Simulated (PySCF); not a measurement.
Ga(H)(F)(Et) (C₂H₆FGa), SMILES [GaH]([CH2]C)[F]. Atoms are numbered in the order given.

```xyz
10

Ga    -0.3218    -0.4715     0.0000
H     -1.8703    -0.7785     0.0000
F      0.6632    -1.9580     0.0000
C      0.7339     1.1989     0.0000
C     -0.0760     2.4996     0.0000
H      1.4062     1.1339    -0.8834
H      1.4062     1.1339     0.8834
H     -0.7321     2.5821     0.8910
H     -0.7321     2.5821    -0.8910
H      0.5832     3.3935     0.0000
```
Charge 0, spin multiplicity 1.

Coordinates come from a PBE-D3(BJ)/def2-SVP optimisation. The structure was generated by enumeration; whether it is a known compound was not checked. Other conformers were not sampled.

All values below come from KT2/pcSseg-1 in PySCF.

GIAO shieldings, no solvent; atoms alike by connectivity are averaged. δ = σ(ref) − σ: ¹H against TMS (σ = 31.47 ppm); ¹⁹F against CFCl3 (σ = 127.1 ppm); ¹³C against TMS (σ = 185.1 ppm), references at their B3LYP-D3(BJ)/def2-TZVP geometries, non-relativistic.

Task: Estimate the chemical shifts. (An estimate is asked for; the answer gives what the named calculation found.)

Result: 
```csv
nucleus,atoms,count,δ (ppm)
¹H,H2,1,6.48
¹H,"H8, H9, H10",3,1.84
¹H,"H6, H7",2,1.57
¹⁹F,F3,1,-98.7
¹³C,C4,1,19.7
¹³C,C5,1,14.5
```
